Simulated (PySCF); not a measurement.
`InChI=1S/C5H6FNSe/c1-4-2-5(6,3-7)8-4/h4H,2H2,1H3/t4-,5+/m0/s1`

Geometry:
```csv
atom,x (Å),y (Å),z (Å)
C1,2.082,-0.188,-0.038
C2,0.618,-0.414,-0.327
C3,-0.365,0.041,0.755
C4,-1.439,0.685,-0.126
F5,-1.848,1.910,0.313
C6,-2.558,-0.164,-0.430
N7,-3.410,-0.880,-0.691
Se8,-0.197,0.798,-1.725
H9,2.391,-0.816,0.797
H10,2.687,-0.444,-0.905
H11,2.269,0.853,0.221
H12,0.430,-1.443,-0.643
H13,0.076,0.821,1.378
H14,-0.738,-0.758,1.399
```

Level of theory: TDDFT CAM-B3LYP/def2-SVPD circular dichroism and optical rotation, one conformer, gas phase (PySCF 2.14.0). Geometry: GFN2-xTB.

The calculation is non-relativistic, which matters for the atoms heavier than Zn.

(1) Assign R or S to each stereocentre.

(2) List the lowest 12 singlet excitations with oscillator and rotatory strengths.

Results:

(1) C2 S, C4 R.

(2) Rotatory strengths R in 10⁻⁴⁰ esu² cm², velocity form and length form (origin at the centre of mass); f in length form.
```csv
state,E (eV),λ (nm),f,R (velocity),R (length),main
1,3.54,350,0.001,+5.7,+5.4,HOMO→LUMO 0.96
2,5.62,221,0.006,-9.7,-8.7,HOMO→LUMO+1 0.89
3,5.80,214,0.061,-53.0,-52.7,HOMO−1→LUMO 0.89
4,6.15,202,0.026,-22.1,-21.8,"HOMO→LUMO+2 0.67, HOMO→LUMO+3 0.14"
5,6.63,187,0.031,+32.0,+31.8,"HOMO−2→LUMO 0.59, HOMO→LUMO+3 0.13"
6,6.68,186,0.054,+4.4,+2.8,"HOMO→LUMO+3 0.56, HOMO→LUMO+2 0.17"
7,7.11,174,0.023,-31.6,-30.8,"HOMO−3→LUMO 0.39, HOMO−1→LUMO+2 0.17"
8,7.24,171,0.053,+7.5,+7.4,"HOMO→LUMO+4 0.30, HOMO→LUMO+5 0.17"
9,7.37,168,0.048,+8.7,+7.5,"HOMO→LUMO+5 0.49, HOMO−3→LUMO 0.09"
10,7.44,167,0.029,-19.8,-19.7,"HOMO→LUMO+4 0.42, HOMO→LUMO+5 0.10"
11,7.61,163,0.026,-12.9,-12.4,"HOMO→LUMO+6 0.41, HOMO−4→LUMO 0.12"
12,7.70,161,0.003,+1.1,+1.4,"HOMO−4→LUMO 0.48, HOMO−3→LUMO 0.14"
```

Among the states computed, the strongest CD band (largest |R|) is state 3. The largest dissymmetry factor in size, g = 4R/(D+G), with D and G the electric and magnetic dipole strengths, is +0.029 for state 1 (velocity form, f = 0.001), among bands with |R| over 0.5. The mirror image has the same energies and oscillator strengths and all R with the opposite sign.
